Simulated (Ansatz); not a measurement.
Reaction (formal exchange of groups at a B–O bond): `CC(C)BO` + CH₄ → `CBC(C)C` + H₂O

Gas-phase electronic energies from Ansatz, PBE0-D4/def2-TZVP geometries. CCSD(T)/CBS is the MP2 limit (def2-TZVPP, def2-QZVPP) plus CCSD(T) − MP2 in def2-TZVPP, frozen cores. This one scheme is used for every species. DFT in def2-TZVPP. B3LYP here is the variant with VWN-RPA as its local correlation; programs differ in this. One conformer a species, not always the lowest.

**Question.** Is it downhill or uphill in electronic energy at CCSD(T)/CBS, and by how much? (Estimate.)

**Answer.** Computed: Uphill: ΔE = +140.1 kJ/mol.

**Question.** What do these levels give: BLYP-D4, r2SCAN-D4, PBE0-D4, B3LYP, r2SCANh, HF/def2-TZVPP? (Best estimate.)

**Answer.** The calculation gave: BLYP-D4 148.7, r2SCAN-D4 146.3, PBE0-D4 140.4, B3LYP 151.8, r2SCANh 146.3, HF/def2-TZVPP 152.3 kJ/mol.

Largest T1 diagnostic among the species: 0.011.

Leaving LDA and LC-ωPBE aside and taking each functional with its dispersion term where it has one, the values, not all of them listed here, spread over 11.7 kJ/mol, from revPBE-D4 to B2PLYP. The D4 term adds −4.3 kJ/mol with B3LYP and −2.5 kJ/mol with PBE0; it sums over pairs of atoms, weighted by their polarisabilities, and B3LYP, whose exchange is more repulsive, gets the larger term. In def2-TZVPP, CCSD(T) changes the Hartree–Fock value by −6.8 kJ/mol (the triples alone add +0.5 kJ/mol) and MP2 by −7.2 kJ/mol.
